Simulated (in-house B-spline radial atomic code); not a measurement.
Configurations of Lu⁶⁺, with energies counted from [Kr] 4d10 4f13 5s2 5p4. Method: Dirac-Hartree-Fock, average of configuration, Fermi nucleus of rms radius 5.37 fm. Calculated with a radial B-spline atomic code at the basis-set limit. Energies include first-order Breit, QED and recoil terms.

Occupations are held fixed; configurations that lie above the ionisation limit could autoionise.

| configuration | E - E(ref) (eV) | highest orbital | its <r> (bohr) |
| --- | --- | --- | --- |
| [Kr] 4d10 4f12 5s2 5p4 5d1 | 27.679 | 5d5/2 | 1.611 |
| [Kr] 4d10 4f12 5s2 5p4 6s1 | 39.774 | 6s1/2 | 2.339 |
| [Kr] 4d10 4f13 5s2 5p3 5d1 | 40.99 | 5d5/2 | 1.643 |
| [Kr] 4d10 4f12 5s2 5p4 8g1 | 92.302 | 8g7/2 | 12.11 |
| [Kr] 4d10 4f13 5s2 5p3 8d1 | 96.905 | 8d5/2 | 7.804 |
| [Kr] 4d10 4f13 5s2 5p3 8g1 | 103.93 | 8g7/2 | 12.12 |
| [Kr] 4d9 4f13 5s2 5p4 5g1 | 273.7 | 5g7/2 | 3.857 |
| [Kr] 4d9 4f13 5s2 5p4 8g1 | 290.03 | 8g7/2 | 12.11 |

Question: Order these further configurations by energy, lowest first.
A. [Kr] 4d10 4f12 5s2 5p4 8d1
B. [Kr] 4d10 4f12 5s2 5p5
C. [Kr] 4d9 4f13 5s2 5p5
D. [Kr] 4d9 4f14 5s2 5p4
E. [Kr] 4d10 4f12 5s2 5p4 9g1

Answer: B (-14.033 eV), A (85.187 eV), E (94.514 eV), C (183.43 eV), D (197.22 eV).

Question: How far above the reference does [Kr] 4d10 4f13 5s2 5p3 9d1 lie?

Answer: 101.49 eV; its least bound orbital is 9d5/2 with <r> = 10.68 bohr.

Question: How far above the reference does [Kr] 4d10 4f12 5s2 5p4 6d1 lie?

Answer: 63.219 eV; its least bound orbital is 6d5/2 with <r> = 3.298 bohr.

Question: How far above the reference does [Kr] 4d10 4f12 5s2 5p4 9s1 lie?

Answer: 86.067 eV; its least bound orbital is 9s1/2 with <r> = 8.561 bohr.

Question: Is the reference the lowest configuration at this level of theory?

Answer: No: [Kr] 4d10 4f12 5s2 5p5 lies 14.03 eV lower. Averages of configurations without correlation can order differently from the measured ground levels.
